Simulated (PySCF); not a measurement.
# The electron affinity along the 5d series

Calculated with PySCF 2.14 from differences of total energies of unrestricted determinants, without spin-orbit coupling. Values in eV. The last column holds reference values (measured affinities from photodetachment; the arrow runs from anion to atom). Unmarked ones compare directly (S terms, centres of terms, or small fine structure); those marked * lie between the lowest fine-structure levels and include a spin-orbit shift.

```json
{"element": "Ta (def2-TZVPPD with the def2 core potential (60 electrons), ECP)", "configurations": "[Xe] 4f14 5d4 6s2 → [Xe] 4f14 5d3 6s2", "CCSD(T) (valence and next inner shell)": "0.031", "LDA": "0.606", "PBE": "0.388", "r2SCAN": "0.334", "SCS-MP2 (valence)": "-0.594", "CCSD(T) (valence)": "-0.019", "reference": "0.329 *"}
{"element": "W (def2-TZVPPD with the def2 core potential (60 electrons), ECP)", "configurations": "[Xe] 4f14 5d5 6s2 → [Xe] 4f14 5d4 6s2", "CCSD(T) (valence and next inner shell)": "1.144", "LDA": "1.641", "PBE": "1.435", "r2SCAN": "1.531", "SCS-MP2 (valence)": "0.559", "CCSD(T) (valence)": "1.132", "reference": "0.817 *"}
{"element": "Re (def2-TZVPPD with the def2 core potential (60 electrons), ECP)", "configurations": "[Xe] 4f14 5d6 6s2 → [Xe] 4f14 5d5 6s2", "CCSD(T) (valence and next inner shell)": "-0.708", "LDA": "0.000", "PBE": "-0.127", "r2SCAN": "-0.394", "SCS-MP2 (valence)": "-0.622", "CCSD(T) (valence)": "-0.716", "reference": "0.060 *"}
{"element": "Os (def2-TZVPPD with the def2 core potential (60 electrons), ECP)", "configurations": "[Xe] 4f14 5d7 6s2 → [Xe] 4f14 5d6 6s2", "CCSD(T) (valence and next inner shell)": "0.567", "LDA": "1.179", "PBE": "1.043", "r2SCAN": "0.818", "SCS-MP2 (valence)": "0.734", "CCSD(T) (valence)": "0.619", "reference": "1.078 *"}
{"element": "Ir (def2-TZVPPD with the def2 core potential (60 electrons), ECP)", "configurations": "[Xe] 4f14 5d8 6s2 → [Xe] 4f14 5d7 6s2", "CCSD(T) (valence and next inner shell)": "1.343", "LDA": "2.050", "PBE": "1.796", "r2SCAN": "1.625", "SCS-MP2 (valence)": "1.487", "CCSD(T) (valence)": "1.389", "reference": "1.564 *"}
{"element": "Pt (def2-TZVPPD with the def2 core potential (60 electrons), ECP)", "configurations": "[Xe] 4f14 5d9 6s2 → [Xe] 4f14 5d9 6s1", "CCSD(T) (valence and next inner shell)": "1.772", "LDA": "2.275", "PBE": "1.945", "r2SCAN": "1.869", "SCS-MP2 (valence)": "1.724", "CCSD(T) (valence)": "1.695", "reference": "2.125 *"}
{"element": "Au (def2-TZVPPD with the def2 core potential (60 electrons), ECP)", "configurations": "[Xe] 4f14 5d10 6s2 → [Xe] 4f14 5d10 6s1", "CCSD(T) (valence and next inner shell)": "2.030", "LDA": "2.483", "PBE": "2.142", "r2SCAN": "2.078", "SCS-MP2 (valence)": "1.966", "CCSD(T) (valence)": "1.951", "reference": "2.309"}
```

The highest occupied level of the anion is positive for Ta⁻ at LDA, PBE, r2SCAN; W⁻ at LDA, PBE, r2SCAN; Re⁻ at LDA, PBE, r2SCAN; Os⁻ at LDA, PBE, r2SCAN; Ir⁻ at LDA, PBE, r2SCAN; Pt⁻ at LDA, PBE, r2SCAN; Au⁻ at LDA, PBE, r2SCAN, so there the basis helps to hold the electron.

"Valence" correlates the outer s and p shells and, in groups 3 to 12 and the f block, the outer d or f shell, open or full, or the next shell where the ion has no valence electron left; the wider scheme adds the next inner shell.
